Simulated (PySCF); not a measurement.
ClGeH₅OSi, SMILES [GeH3][O][SiH2]Cl.

Geometry: PBE0-D3(BJ)/def2-SVP. The structure was generated by enumeration, and PubChem lists no compound with its InChIKey, so it may never have been made. One conformer was computed; it need not be the lowest.

These are PBE0-D3(BJ)/def2-SVP run with PySCF values and carry that method's errors.

Frequencies are harmonic and unscaled.

A small imaginary wavenumber (i) marks a very flat motion, where grid noise or a shallow saddle decides the sign.

```
mode  ν (cm⁻¹)  IR (km/mol)  Raman (Å⁴/amu)  depolarisation  moving atoms (share of kinetic energy)
----  --------  -----------  --------------  --------------  --------------------------------------
1          21i          3.6             0.4            0.75                 O 51 %, H 29 %, Si 13 %
2           66          2.8             0.3            0.66                 Cl 52 %, Ge 33 %, O 9 %
3           71          0.5             0.1            0.75                           H 90 %, O 8 %
4          281          4.4             3.0            0.75                O 37 %, Si 31 %, Cl 19 %
5          499         22.4            10.9            0.14       Si 32 %, O 26 %, Cl 19 %, Ge 17 %
6          561         69.3             8.0            0.75        Si 41 %, Cl 26 %, O 14 %, H 12 %
7          629          4.5            15.2            0.75                         H 87 %, Si 10 %
8          653         77.3             7.7            0.75                                  H 85 %
9          658         41.6             6.3            0.57                          H 84 %, O 11 %
10         721         28.4            12.0            0.75                                  H 91 %
11         852        450.9            12.3            0.52                                  H 85 %
12         874         31.0            24.6            0.75                                  H 98 %
13         875         46.2            26.0            0.75                                  H 98 %
14         921        243.8            12.9            0.65                          H 88 %, Si 9 %
15         978         88.8            16.2            0.75                                  H 95 %
16        1051        283.1             2.6            0.46                 O 71 %, Si 17 %, H 11 %
17        2177         54.1           197.4            0.06                                  H 99 %
18        2181        113.0            77.5            0.67                                  H 98 %
19        2196        108.0           149.9            0.35                                  H 99 %
20        2270        106.3           209.5            0.09                                  H 98 %
21        2273        140.3           107.6            0.49                                  H 96 %
```
